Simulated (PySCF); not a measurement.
**How the method changes the constants of RbCl⁻**

State: ²Σ⁺ (doublet), unpaired electrons σ ↑. Set-up: basis Rb def2-SVPD with ECP28, Cl def2-SVPD; scalar-relativistic core potentials; PySCF 2.14. De refers to Rb + Cl⁻ in their ground configurations, without counterpoise correction. The functionals are run spin-unrestricted. A positive dipole points towards Cl; it is taken about the centre of mass and depends on that origin.

```tsv
Level	Re (Å)	ωe (cm⁻¹)	De (eV)	μ (D)
UHF	3.069	166	n/a	1.42
UHF-MP2	3.042	170	1.21	n/a
UHF-SCS-MP2	3.049	169	1.21	n/a
UHF-CCSD	3.048	169	n/a	n/a
UHF-CCSD(T)	3.050	168	1.19	n/a
PBE	3.027	164	1.18	0.37
r²SCAN	3.021	171	1.24	0.42
PBE0	3.007	171	1.23	0.78
MN15	3.016	164	1.11	-2.34
BHandHLYP	3.028	168	1.15	0.22
B2PLYP	3.042	165	1.13	0.46
```

(1) Which functional lies closest to UHF-CCSD(T) in De, which farthest, and by how much do they differ from it?

(2) What does second-order correlation do here, going from UHF to UHF-MP2?

(3) What does the triples do here, going from UHF-CCSD to UHF-CCSD(T)?

Correlated steps freeze 5 core orbitals. Correlated levels converge slowly with the basis: in double zeta they bind strong bonds too weakly, by up to about 1 eV, and carry superposition errors of some tenths. Spin–orbit coupling is left out. For an ion De counts to the pair picked by the measured ionisation energies or electron affinities, which need not be the lowest pair at this level. Counting both spins, an empty level lies below a filled one in some of these solutions, because spin and occupation are held. The highest Kohn–Sham level is positive in this anion. Much of that is self-interaction error, but it also means that the finite basis helps to hold the extra electron. B2PLYP dipoles, levels and charges come from its SCF part alone. The state was picked by a PBE0 search and need not be the measured ground state.

The whole job (state search and all levels along the bond) took about 3 min on 1 thread of Arm Neoverse V1 (shared host), peak memory 0.7 GiB.

Answers

(1) Closest is PBE (-2.3 pm in Re, -2.4 % in ωe, -0.01 eV in De against UHF-CCSD(T) in the same basis), farthest MN15 (-3.4 pm in Re, -2.4 % in ωe, -0.08 eV in De). CCSD(T) converges more slowly with the basis than the functionals do and binds too weakly in this one, so the order can change at the basis-set limit.

(2) UHF-MP2 less UHF: -2.7 pm in Re, +2.4 % in ωe. Correlation nearly always deepens the well. The bond shortens, as in weak, metallic or heavy-atom bonds, where dispersion and the correlation of outer-core electrons pull the atoms together.

(3) UHF-CCSD(T) less UHF-CCSD: +0.2 pm in Re, -0.6 % in ωe. Correlation nearly always deepens the well. The bond lengthens, as in strong covalent bonds, where excitations into antibonding orbitals dominate.
